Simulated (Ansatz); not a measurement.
Ansatz (an electronic-structure program) job for NbSF2Cl, SMILES [F][Nb]([Cl])([F])=[S], multiplicity 1, CAM-B3LYP/def2-SVPD. Geometry optimised at B3LYP-D3(BJ)/def2-SVP. The multiplicity is an assumed one; other spin states were not compared. The def2 effective core potentials stand for the cores of Nb; spin–orbit coupling is left out.

Ansatz 0.2 input:
```yaml
crystal:
  periodic: [false, false, false]
  atoms:
    - {symbol: Nb, position_ang: [0.25076660, -0.08321466, -0.00000000]}
    - {symbol: S, position_ang: [-1.31810099, -1.53685857, 0.00000000]}
    - {symbol: F, position_ang: [1.26566222, -0.33371870, -1.53593040]}
    - {symbol: F, position_ang: [1.26566222, -0.33371870, 1.53593039]}
    - {symbol: Cl, position_ang: [-0.70433733, 2.00049852, 0.00000000]}
basis:
  gaussian:
    orbitals: def2-SVPD
hamiltonian:
  xc: {name: CAM-B3LYP}
```

Program output:

```
WARN ansatz: RAYON_NUM_THREADS=1 ignored (pool sized by the plan → 1); use --threads N
Functional definition: CAM-B3LYP
integrals: 0.10 GiB planned
1243 factors; their error is unknown
integrals: 0.13 GiB planned
399 factors; integrals over basis functions are off by at most 2.1e-5 eV
mean field: 0.83 GiB planned
mean field evaluation 1: about -30328.4955 eV, gradient 6.1e1 eV
mean field evaluation 2: about -30275.2996 eV, gradient 1.8e2 eV
mean field evaluation 4: about -30335.7315 eV, gradient 1.2e1 eV
mean field evaluation 8: about -30336.2763 eV, gradient 1.3e-1 eV
mean field evaluation 16: about -30336.2763 eV, gradient 1.6e-4 eV
mean field -30336.27634486 eV, -1114.8375930069 hartree, gradient 2.4e-5 eV, S^2 0.000000; 0 other end points of the search recorded, 0 dependent functions left out
reference -30336.27647902 eV, -1114.8375979371 hartree; 32, 32 occupied and 102, 102 virtual orbitals, 1243 factors
Total energy: -30336.27647902 eV, -1114.8375979371 hartree
```

Self-consistency was reached.
